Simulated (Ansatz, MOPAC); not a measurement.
Molecule: GeCl (charge 0, doublet). SMILES: [Cl][Ge]
Coordinates optimised at B3LYP-D3(BJ)/def2-TZVP (Ansatz, a first-principles code):
```
Ge
Cl 1 2.1967
```
Charge 0, spin multiplicity 2.

Wanted: vertical ionisation energy to the singlet, in eV. Terms: spin-orbit terms left out; valence correlation only (noble-gas shells and the d and f shells of earlier blocks); open shells spin-unrestricted; LANL2DZ with its own core potentials from Na on; six Cartesian d functions in 6-31G* and its kin unless marked 5d; non-relativistic; each state is the SCF solution reached for its charge and spin. Ab initio and DFT rows: single points at B3LYP-D3(BJ) geometries (Ansatz). Semi-empirical rows: differences of heats of formation at the shared geometry for vertical values.

```csv
level,program,vertical ionisation energy to the singlet (eV)
AM1,MOPAC,7.77
PM6,MOPAC,6.75
MNDO,MOPAC,6.54
HF/6-31G* with LANL2DZ past Ar,Ansatz,7.53
PBE/6-31G* with LANL2DZ past Ar,Ansatz,7.59
B3LYP/6-31G*,Ansatz,7.53
MP2/6-31G*,Ansatz,7.21
PBE/def2-TZVPD,Ansatz,7.39
PBE0/def2-TZVPD,Ansatz,7.55
wB97X-V/def2-TZVPD,Ansatz,7.51
```

No value to compare with is used here. The 7 habitual levels span 6.54 (MNDO) to 7.77 eV (AM1); wB97X-V/def2-TZVPD gives 7.51.

The levels are drawn from those run, B3LYP/6-31G* more often than the rest, none by its result; runs whose electronic state is in doubt are left out.
